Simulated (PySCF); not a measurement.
```xyz
4
charge 0 multiplicity 2, angstrom
Pb    0.0000    0.0000   -0.1568
F     1.8905    0.0000    0.5805
F    -0.9452    1.6372    0.5805
F    -0.9453   -1.6372    0.5805
```

Level of theory: UPBE0/[Pb def2-TZVP with ECP60, F def2-TZVP], scalar-relativistic core potentials, density fitting, no spin–orbit coupling, PySCF.

This geometry of PbF3 is a stationary point at this level.

Q: What is the point group?

A: C3v.

Q: Is it a minimum?

A: Yes: all harmonic wavenumbers are real.

Q: Give the atomic charges and bond orders.

A: 
| atom | Mulliken | Löwdin | polar tensor | spin (Mulliken) | Mayer order to Pb1 |
| --- | --- | --- | --- | --- | --- |
| Pb1 | 1.29 | 0.82 | 1.67 | 0.45 | – |
| F2,3,4 | -0.43 | -0.27 | -0.56 | 0.18 | 0.78 |

Q: Give the ideal-gas entropy at 298.15 K and 1 bar by parts.

A: translation 178.4, rotation 101.7, vibration 48.4, spin 5.8; total 334.3 J/(mol K).

Q: What is the atomisation energy, with and without zero-point energy?

A: 1058 kJ/mol without, 1047 kJ/mol with.

Only a few start shapes were tried, so a lower isomer may exist. With an element this heavy the missing spin–orbit coupling can shift these numbers.
